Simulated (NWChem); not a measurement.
C$_{3}$H$_{3}$F$_{3}$; SMILES F[C@H]1CC1(F)F

Program: NWChem. Geometry: optimised at PBE0/def2-SVP.

Problem. Order these by “dipole (D)”, lowest first: TPSS/pcseg-2; TPSS/STO-3G; TPSS/def2-SVP.

Solution. TPSS/STO-3G (0.73), TPSS/def2-SVP (1.90), TPSS/pcseg-2 (2.14)
